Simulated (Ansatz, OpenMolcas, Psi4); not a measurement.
**A ladder of methods for Si2H5OF (SMILES O[SiH](F)[SiH3])**

Si2H5OF has 9 atoms, charge 0, and is taken as a singlet. SMILES: `O[SiH](F)[SiH3]`. The shape is that of a PBE0-D4/def2-TZVP optimisation. This is one conformer, not always the lowest.

```xyz
9

O    -0.3925   -0.6108    1.7681
Si   -0.8315   -0.1606    0.2577
F    -1.7756    1.1338    0.3194
Si    1.1350    0.3711   -0.8917
H    -1.0505   -1.0056    2.3430
H    -1.6646   -1.2154   -0.3806
H     0.7987    0.8606   -2.2552
H     1.9817   -0.8452   -1.0139
H     1.8878    1.4256   -0.1638
```

Quantity: the energy change with the Si4–H9 bond stretched from 1.486 to 1.709 Å, in eV. The values are calculated.

```csv
level,kind,program,value (eV)
PBE0/6-31G* (spherical functions) (restricted),global hybrid,OpenMolcas,0.33
TPSSh/6-31G* (spherical functions) (restricted),hybrid meta-GGA,Psi4,0.34
r2SCAN0/6-31G* (spherical functions) (restricted),hybrid meta-GGA,Ansatz,0.35
B3LYP/6-31G* (Cartesian functions) (restricted),global hybrid,Ansatz,0.33
wB97M-V/6-31G* (spherical functions) (restricted),range-separated hybrid,Ansatz,0.35
wB97X-V/6-31G* (spherical functions) (restricted),range-separated hybrid,Psi4,0.34
BCCD(T)/6-31G* (spherical functions) (restricted),coupled cluster or CI,Ansatz,0.31
CCSD/6-31G* (spherical functions) (restricted),coupled cluster or CI,Ansatz,0.31
```

The first shape isn't each level's own minimum. The values span 0.31 to 0.35 eV.
